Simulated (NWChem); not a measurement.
System: CdHSCl; SMILES [Cl][Cd][SH]

The following NWChem deck was run.

```
start job
memory heap 200 mb stack 900 mb global 1100 mb
geometry units angstroms noautoz
  Cd     0.381528     0.071991    -0.001938
  Cl     0.123428    -2.200893     0.000142
  S      0.665540     2.390865    -0.003022
  H     -0.665305     2.630697    -0.036749
end
basis spherical
  * library sto-3g
end
dft
  xc xpbe96 cpbe96
  iterations 150
  mulliken
end
task dft energy
```

Coordinates come from a PBE0/def2-SVP (def2 core potentials past Kr) optimisation.

Problem. Give the results of this calculation. (PBE/STO-3G, non-relativistic.) Quantities: basis functions; energy (Ha); highest occupied level (eV); orbital gap (eV); dipole (D).

Solution. 
| Quantity | Value |
|---|---|
| number of basis functions | 46 |
| energy (Ha) | -6262.25 |
| highest occupied level (eV) | -2.19 |
| orbital gap (eV) | 4.50 |
| dipole (D) | 2.38 |
